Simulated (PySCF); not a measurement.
C3H7ClOSi.
Z-matrix (Å and degrees, GFN2-xTB geometry), rows numbered from 1:
```
Cl
C   1  1.7828
C   2  1.5304  1  109.86
O   3  1.4029  2  108.26  1  -163.89
Si  4  1.6376  3  114.71  2    25.34
C   2  1.5172  1  113.11  3  -120.27
H   2  1.0926  1  106.36  3   118.41
H   3  1.0931  2  111.86  1    76.61
H   3  1.0956  2  110.07  1   -44.38
H   5  1.4573  4  108.44  3  -120.30
H   5  1.4574  4  110.40  3   112.80
H   6  1.0901  2  109.99  1    39.48
H   6  1.0864  2  111.28  1   -79.61
```

The closed-shell ground state was solved at several levels (PySCF, density fitting, gas phase, non-relativistic).

```csv
level,basis functions,HOMO (eV),LUMO (eV),gap (eV),dipole (D)
PBE0/def2-SVPD,190,-8.25,-0.20,8.05,1.48
wB97X-D/def2-SVPD,190,-10.12,1.55,11.67,1.53
```

(1) Estimate the row for PBE0/pcSseg-1, a basis of 151 functions; the other rows only guide the guess.

(2) Over all these levels, which gives the widest orbital gap and which the narrowest?

(3) How far do the dipole and the HOMO energy spread over the levels?

Results:

(1) HOMO -8.21 eV, LUMO -0.01 eV, gap 8.20 eV, dipole 1.49 D.

(2) wB97X-D/def2-SVPD (range-separated hybrid) has the widest, 11.67 eV, and PBE0/def2-SVPD (global hybrid, 25 % exact exchange) the narrowest, 8.05 eV. The two share the basis. From the narrowest to the widest the HOMO moves by -1.87 eV and the LUMO by +1.75 eV.

(3) The dipole runs from 1.48 to 1.53 D (mean 1.50 D) and the HOMO from -10.12 to -8.21 eV.

One conformer stands for the species.
